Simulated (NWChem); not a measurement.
# Ionisation of CH3N2S

```
C
N 1 1.3171
H 2 1.0311 1 112.42
N 1 1.3589 2 120.78 3 -159.57
H 4 1.0190 1 119.02 2 -159.85
H 4 1.0219 5 118.49 1 -154.54
S 1 1.7310 2 117.12 3 27.25
```
Charge 0, spin multiplicity 2.

The numbers come from NWChem runs, not from measurements. The geometry was optimised at UPBE/def2-SVP, a minimum by its harmonic frequencies. It is one conformer; others weren't searched.

Basis set: def2-SVPD. The species with one electron less has spin multiplicity 3 and keeps the geometry of the parent. Δ marks differences of total energies (open shells unrestricted). −ε marks an orbital energy of the parent. That orbital need not have the symmetry of the hole or added electron in the Δ rows.

The structure started from a generated list of species. The stability of the SCF solutions was not checked.

**Question.** Order these methods by the first vertical ionisation energy they give, lowest first: G0W0@PBE, ΔM06-2X, −ε(beta HOMO) of TPSS, evGW@PBE0, −ε(beta HOMO) of PBE.

**Answer.** −ε(beta HOMO) of PBE (5.78 eV), −ε(beta HOMO) of TPSS (5.87 eV), G0W0@PBE (8.00 eV), evGW@PBE0 (8.75 eV), ΔM06-2X (9.28 eV)
